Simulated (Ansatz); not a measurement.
Mulliken charges of C₂H₂OZn, SMILES `C1=[CH][Zn][O]1` from PBE/def2-TZVPP in Ansatz (PBE0-D4/def2-TZVP geometry).

```json
{"atom": "C1", "x (Å)": "-0.278", "y (Å)": "0.185", "z (Å)": "-0.472", "charge (e)": "0.160"}
{"atom": "C2", "x (Å)": "0.316", "y (Å)": "0.209", "z (Å)": "0.744", "charge (e)": "-0.253"}
{"atom": "Zn3", "x (Å)": "0.649", "y (Å)": "-1.677", "z (Å)": "0.337", "charge (e)": "0.332"}
{"atom": "O4", "x (Å)": "-0.350", "y (Å)": "-0.883", "z (Å)": "-1.232", "charge (e)": "-0.403"}
{"atom": "H5", "x (Å)": "-0.737", "y (Å)": "1.096", "z (Å)": "-0.880", "charge (e)": "0.079"}
{"atom": "H6", "x (Å)": "0.442", "y (Å)": "1.006", "z (Å)": "1.456", "charge (e)": "0.084"}
```

**Question.** By hand: the dipole of these point charges (1 e Å = 4.8032 D).

**Answer.** Σ q r = (0.211, -0.053, 0.397) e Å, of length 0.453 e Å = 2.18 D.

**Question.** How does the dipole of the full density compare? (Best estimate.)

**Answer.** Ansatz gave: (0.241, -0.331, 0.299) e Å, 2.44 D; the point charges give 0.89 times that, at 35° from its direction.

Point charges leave out the atoms' own dipoles, such as those of lone pairs, and Mulliken's split depends on the basis, so the two needn't agree.
